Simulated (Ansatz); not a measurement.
The cluster K3I2⁺, relaxed as a singlet with RKS r2SCAN-D4/def2-SVP in Ansatz, starting from the GFN1-xTB geometry. Force threshold 0.02 eV/Å.

In the def2 sets I takes a core potential; there is no spin–orbit coupling. The structure comes from a short search, and lower isomers may exist.

Start:

```xyz
5

K    -1.470   -1.322   -1.374
K     1.290    1.768   -1.024
K     0.171   -0.447    2.382
I    -1.735    1.501    0.414
I     1.744   -1.500   -0.399
```

Estimate the energy that the relaxation releases and the steps that it takes.

0.11 eV, in 5 steps; 29 s on 4 threads of Intel Xeon on a shared host. No frequencies were taken in this run, so the end may be a saddle point.

Does the start keep its bonding and symmetry?

By distances, no bond broke or formed. The bond that changes most is K1–I4, from 3.35 to 3.41 Å (atoms count from 1). Point group Cs at the start, D3h at the end, both within 0.05 Å.

Predict the relaxed structure.


```xyz
5

K    -1.6075   -1.4554   -1.4897
K     1.4146    1.9317   -1.0910
K     0.1928   -0.4762    2.5807
I    -1.6122    1.3941    0.3777
I     1.6122   -1.3941   -0.3777
```
Bond lengths (bridged metal pairs left out): 6 × I–K 3.41 Å.
